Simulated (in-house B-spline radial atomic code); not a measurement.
A fraction x of an electron is removed from 4p in La⁴⁺, starting from [Kr] 4d10 5s2 5p5 and keeping the highest spin. Computed with an all-electron radial atomic-structure program (B-spline basis): scalar-relativistic (X2C) BLYP, spin-polarised, spherical fractional occupations, Fermi nucleus of rms radius 4.855 fm.

```tsv
x	E(x) - E(0) (eV)	4p down level (eV)
0	0.0000	-237.320
0.01	2.3744	-237.562
0.18	43.1104	-241.690
0.28	67.4014	-244.131
0.47	114.2289	-248.795
0.5	?	?
0.57	139.2316	-251.262
0.68	167.0202	-253.987
0.76	187.4187	-255.975
0.88	?	?
1	249.5714	-261.972
```

Task: What belongs in the row x = 0.5?

Result: An energy change of 121.7038 eV; 4p down at -249.534 eV.

Task: What belongs in the row x = 0.88?

Result: An energy change of 218.3151 eV; 4p down at -258.968 eV.

Task: Check Janak's theorem between x = 0.01 and 0.18.

Result: The slope of the energy is 239.62 eV; the orbital levels give 239.63 eV (-ε of the emptying orbital, averaged over the two points).
